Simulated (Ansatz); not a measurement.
Job for Ansatz (a first-principles code): R-PBE/def2-TZVPPD on GeH4 (SMILES [GeH4]) with ghost functions, monomers drawn apart or pushed together. Files ending in .json are basis or fitting sets from the Basis Set Exchange.

Ansatz 0.2 input:
```yaml
crystal:
  periodic: [false, false, false]
  atoms:
    - {symbol: Ge, position_ang: [0.00322464, -0.27594805, 5.58377947]}
    - {symbol: H, position_ang: [0.95822200, -1.31378694, 4.97714189]}
    - {symbol: H, position_ang: [0.46148902, 1.13539579, 5.18978633]}
    - {symbol: H, position_ang: [0.01221991, -0.40686622, 7.11465913]}
    - {symbol: H, position_ang: [-1.41909710, -0.51887141, 5.05920044]}
basis:
  gaussian:
    orbitals: def2-TZVPPD.json
    ghost_atoms:
      - {symbol: C, position_ang: [-0.00182097, 0.15339265, 0.24147664]}
      - {symbol: H, position_ang: [-0.92165666, -0.32997903, 0.56776803]}
      - {symbol: H, position_ang: [0.85327762, -0.44232511, 0.55804959]}
      - {symbol: H, position_ang: [-0.00231193, 0.23943448, -0.84429439]}
      - {symbol: H, position_ang: [0.06360676, 1.14630159, 0.68426268]}
hamiltonian:
  xc: {name: PBE}
scf: {lower_state_search: off}
```

It printed:

```
WARN ansatz: RAYON_NUM_THREADS=1 ignored (pool sized by the plan → 1); use --threads N
Functional definition: PBE
these checks for a lower state are left out or cut short: stability, starts, cluster_reference, orbital_swaps, neighbouring_geometries, increment
integrals: 0.10 GiB planned
973 factors; their error is unknown
mean field: 0.81 GiB planned
mean field evaluation 1: about -56573.2119 eV, gradient 2.5e1 eV
mean field evaluation 2: about -56573.5958 eV, gradient 2.8e1 eV
mean field evaluation 4: about -56574.0755 eV, gradient 5.9e-1 eV
mean field evaluation 8: about -56574.0696 eV, gradient 2.6e-3 eV
mean field -56574.06955045 eV, -2079.0587086974 hartree, gradient 6.5e-6 eV, S^2 0.000000; 0 other end points of the search recorded, 0 dependent functions left out
reference -56574.06958690 eV, -2079.0587100368 hartree; 18, 18 occupied and 209, 209 virtual orbitals, 973 factors
Total energy: -56574.06958690 eV, -2079.0587100368 hartree
Checks for a lower state left out: stability, starts, cluster_reference, orbital_swaps, neighbouring_geometries, increment
```

Self-consistency was reached.

Cost: around 1.8 core-seconds (rough).
